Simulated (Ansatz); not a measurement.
`C[SiH2][NH][GeH3]` + CH₃SH → `C[S][GeH3]` + `C[SiH2]N`  (ligand exchange at a Ge–N bond)

Isolated molecules relaxed with PBE0-D4/def2-TZVP in Ansatz; ΔE leaves out vibrations. CCSD(T)/CBS adds triple-zeta CCSD(T) − MP2 to the extrapolated MP2 energy (def2 sets, frozen cores). This one scheme is used for every species. DFT in def2-TZVPP. For Ge outer-core shells are correlated without core-valence functions, which leaves a few kJ/mol of doubt a bond. Scalar relativity is left out up to krypton. One conformer a species, not always the lowest.

| level | ΔE (kcal/mol) |
| --- | --- |
| LDA (SPW92) | -9.5 |
| PBE-D4 | -9.9 |
| PBE0-D4 | -9.4 |
| B2PLYP | -8.0 |

**Question.** What does CCSD(T)/CBS give? (An estimate is asked.)

**Answer.** The calculation gave: -7.8 kcal/mol. The listed levels differ from it by -1.7, -2.1, -1.6, -0.2 kcal/mol.

Largest T1 diagnostic among the species: 0.011.

At CCSD(T), def2-SVP lies +3.0 kcal/mol from the extrapolated value and def2-TZVPP +1.1 kcal/mol. From BLYP to BHLYP (50 % exact exchange), in def2-TZVPP and without D4, ΔE moves by +1.1 kcal/mol. Leaving LDA and LC-ωPBE aside and taking each functional with its dispersion term where it has one, the values, not all of them listed here, spread over 2.4 kcal/mol, from PBE-D4 to CAM-B3LYP-D4.
